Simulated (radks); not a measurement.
Values are calculated unless marked as measured or tabulated.
Q: Ionisation of La2+, [Xe] 5d1, to La3+, [Xe], under several functionals. Dirac Kohn-Sham, spin-unpolarised, spherical densities, point nucleus; open shells are shared between the two j in proportion to 2j + 1; a radial shooting solver on a logarithmic mesh with Libxc functionals. Known Delta-SCF values: BP86 18.964 eV. What does PBEsol give, and what is its highest occupied eigenvalue?

A: 18.896 eV by Delta-SCF; the 5d5/2 eigenvalue is -14.554 eV. NIST: 19.177 eV (measured).

Beside tabulated values, note that spin-unpolarised runs miss the spin-polarisation part of the exchange energy of open shells.
